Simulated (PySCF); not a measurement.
Adding and removing an electron: InBi

UHF; In def2-SVP with ECP28, Bi def2-SVP with ECP60; scalar-relativistic core potentials (PySCF 2.14). Neutral (UHF): triplet (π ↑↑), Re = 3.085 Å, ωe = 112 cm⁻¹, De = 0.45 eV, HOMO -6.10 eV, LUMO 0.06 eV.

InBi⁺ (UHF): quartet (σ ↑, π ↑↑), Re = 3.557 Å, ωe = 46.1 cm⁻¹. The energies at the minima are -402.81415 hartree for InBi and -402.61456 for InBi⁺.

Work out the adiabatic ionisation energy, without and with harmonic zero-point energies (1 hartree = 27.2114 eV, 1 eV = 8065.5 cm⁻¹), and the change of the bond length.

At UHF: 0.19959 hartree = 5.431 eV between the minima; the zero-point term (46.1 − 112.0)/2 cm⁻¹ = -0.004 eV makes it 5.427 eV. Re changes by +47.2 pm against the neutral. The electron leaves a σ orbital, and the ion is left as a loose complex of an ion and an atom.

These are scalar-relativistic numbers at best; spin–orbit coupling would shift them, the dissociation energy most. Hartree–Fock leaves out correlation, which carries a large part of most bond energies and some tenths to 1 eV of ionisation energies. States were picked by a PBE0 search and need not be the measured ground states.
